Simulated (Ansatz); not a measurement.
`SS[SiH2]Cl`. Total charge 0; spin multiplicity 1.

```xyz
7

S     0.6387    1.3258    1.6270
S    -1.1264    0.8205    0.6822
Si   -0.2730   -0.2664   -0.9364
Cl    0.6092   -2.0035   -0.2918
H     0.7757    0.2054    2.3603
H    -1.3940   -0.6206   -1.8379
H     0.7698    0.5388   -1.6034
```

(1) Give the diagnostics of a CCSD(T)/def2-TZVPP run (frozen core, Ansatz 0.2.0). (Estimate.)

Results:

(1) Ansatz gave: T1 = 0.0111, largest single amplitude 0.013, largest double 0.039, (T) share of the correlation energy 4.4 %, 10 CCSD cycles. The RHF solution is stable towards an unrestricted one. T1 lies under the customary mark of 0.02 for closed shells.
